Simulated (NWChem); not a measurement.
System: CH₄Al cation; SMILES [AlH+][CH3]

Program: NWChem. The geometry was optimised at PBE0-D3(BJ)/def2-TZVP. Vertical excitations in the gas phase.

Q: Estimate the computed values for B3LYP/def2-SVP, full TDDFT. Quantities: lowest excitation, singlet (eV); oscillator strength of that lowest state; lowest state with f > 0.02, singlet (eV); lowest triplet (eV); orbital gap (eV).

A: The lowest excitation, singlet (eV) comes out as 5.91 and the oscillator strength of that lowest state comes out as 0.001. The lowest state with f > 0.02, singlet (eV) is 7.61 and the lowest triplet (eV) is 5.44. The orbital gap (eV) comes out as 7.17.
